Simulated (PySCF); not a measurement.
Ligands exchanged one at a time, Ge F-OH. Isolated molecules, 0 K electronic values unless said otherwise. One relaxed conformer stands for each flexible species; it need not be the lowest. Strings in code marks are SMILES.

Calculation: r2SCAN-D4/def2-TZVP run with PySCF 2.14.0. All candidates: neutral, multiplicity 1. Excitations are Tamm–Dancoff values on a coarser integration grid. The basis has no diffuse functions, so Rydberg states are missing or too high.

```json
{
 "S1 excitation (TDA)": "7.35 eV",
 "brightest of the four lowest singlets (TDA)": "8.71 eV",
 "LUMO": "-1.49 eV"
}
```

### Question
Which member has these values?
(A) `[OH][Ge]([F])([F])[F]`
(B) `[OH][Ge]([OH])([OH])[OH]`
(C) `[OH][Ge]([OH])([OH])[F]`
(D) `[OH][Ge]([OH])([F])[F]` (H–O–Ge–F torsion -85°, F–Ge–O–H torsion 30°)

### Answer
D, `[OH][Ge]([OH])([F])[F]` (H–O–Ge–F torsion -85°, F–Ge–O–H torsion 30°). The others give `[OH][Ge]([OH])([OH])[OH]`: 7.14 eV, 7.64 eV, -0.79 eV; `[OH][Ge]([F])([F])[F]`: 7.40 eV, 8.56 eV, -1.98 eV; `[OH][Ge]([OH])([OH])[F]`: 7.34 eV, 8.46 eV, -1.10 eV
